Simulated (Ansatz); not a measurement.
Species: HBO, SMILES `B=O` (charge 0, multiplicity 1), formula HBO.

Q: How many basis functions does frozen-core CCSD(T)/cc-pVTZ // PBE0-D4/def2-TZVP (Ansatz, an electronic-structure program) use, how many core orbitals are frozen, and how many electrons are correlated?

A: 74 basis functions and 2 frozen orbitals, which leaves 10 correlated electrons. Core time is of the order of seconds.
